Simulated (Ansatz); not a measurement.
Geometry optimisation, UHF/def2-SVP (Ansatz).

Input file:

```yaml
crystal:
  periodic: [false, false, false]
  atoms:
    - { symbol: Zn, position_ang: [0.001263, -0.00455, -0.288614] }
    - { symbol: Cl, position_ang: [-0.012921, 0.046539, 3.150736] }
    - { symbol: O, position_ang: [0.027396, -0.098678, -2.08999] }
    - { symbol: H, position_ang: [0.246017, -0.886125, -2.559212] }
    - { symbol: Cl, position_ang: [-0.007056, 0.025415, 5.18998] }
magnetization:
  spin_polarized: true
  initial_magnetization: 1
basis:
  gaussian: { orbitals: def2-SVP }
hamiltonian:
  xc: hf
relax:
  f_tol: 0.03
  max_steps: 50
output:
  orbitals: {}
```

Command:

```bash
$ ansatz run input.yaml --threads 2 --pin off --max-ram 3072MiB --backend cpu --events-out ev --progress --plain --runs-dir out
```

Where does it end, and by what steps?

It converged. After 10 steps the energy has fallen by 2.895 eV; Cl2 moved furthest, 1.10 Å. Parted: Cl2–Cl5 (2.04 → 3.63 Å). Joined: Zn1–Cl2 (3.44 → 2.13 Å).

```
step  energy less start (eV)  largest force component (eV/Å)  accepted
   0                  0.0000                           0.061       yes
   1                 -0.0012                           0.143       yes
   2                 -0.0067                           0.337       yes
   3                 -0.0667                           1.716       yes
   4                 -0.5166                           4.928       yes
   5                 -1.6468                           4.926       yes
   6                 -2.4668                           2.166       yes
   7                 -2.7719                           0.516       yes
   8                 -2.8569                           0.202       yes
   9                 -2.8873                           0.200       yes
  10                 -2.8953                           0.020       yes
```

```xyz
5
Properties=species:S:1:pos:R:3
Zn 0.017 -0.061 -0.085
Cl -0.014 0.052 2.046
O 0.022 -0.078 -1.860
H 0.234 -0.842 -2.369
Cl -0.003 0.012 5.671
```

Time of the run: 25 s on 2 threads of Arm Neoverse V1, on a shared host, peak memory 0.28 GiB.
